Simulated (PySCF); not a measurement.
PBE on Hf (hafnium, neutral), [Xe] 4f14 5d1 6s2 7s1, high-spin 3D determinant (an excited configuration). Calculation: PySCF 2.14, in aug-cc-pVTZ-PP with one added diffuse shell each of s, p, d, f, g type with ECP60MDF (7s7p6d4f3g, 113 functions); scalar relativity through the core potential.

```
cycle= 1 E= -48.2907602250927  delta_E= -0.00866  |g|= 0.0611  |ddm|= 1.28
cycle= 2 E= -48.2965672310558  delta_E= -0.00581  |g|= 0.038  |ddm|= 0.408
cycle= 3 E= -48.2998290640868  delta_E= -0.00326  |g|= 0.018  |ddm|= 0.199
cycle= 4 E= -48.3005048644325  delta_E= -0.000676  |g|= 0.0116  |ddm|= 0.102
cycle= 5 E= -48.3006490141285  delta_E= -0.000144  |g|= 0.00131  |ddm|= 0.064
cycle= 6 E= -48.3006521186743  delta_E= -3.1e-06  |g|= 0.000271  |ddm|= 0.0127
cycle= 7 E= -48.3006529890271  delta_E= -8.7e-07  |g|= 0.000125  |ddm|= 0.00898
cycle= 8 E= -48.3006533104012  delta_E= -3.21e-07  |g|= 7.18e-05  |ddm|= 0.00748
cycle= 9 E= -48.300653447313  delta_E= -1.37e-07  |g|= 2.57e-05  |ddm|= 0.00669
cycle= 10 E= -48.3006534539103  delta_E= -6.6e-09  |g|= 4.09e-06  |ddm|= 0.00149
cycle= 11 E= -48.3006534543677  delta_E= -4.57e-10  |g|= 7.96e-07  |ddm|= 0.000464
converged SCF energy = -48.3006534543677  <S^2> = 2.5938293  2S+1 = 3.3727314
```

Highest occupied orbital energy: -1.579 eV; ⟨L²⟩ = 8.32; populations by l: s 4.61, p 6.00, d 1.38, f 0.00.

(1) Can this result be used?

Answers

(1) Not for this state. The run converged. ⟨L²⟩ = 8.32 against 6 for a pure D term, so this real determinant mixes terms. Energies and moments cover only the electrons outside the core potential. Spin-orbit coupling, absent here, splits the open shell strongly. ⟨S²⟩ = 2.59 against 2.00 shows spin contamination. The outer electron is Rydberg-like, and this basis confines it to a smaller radius and binds it less than a complete one would. The s, p, d and f populations moved away from the nominal configuration during the SCF.
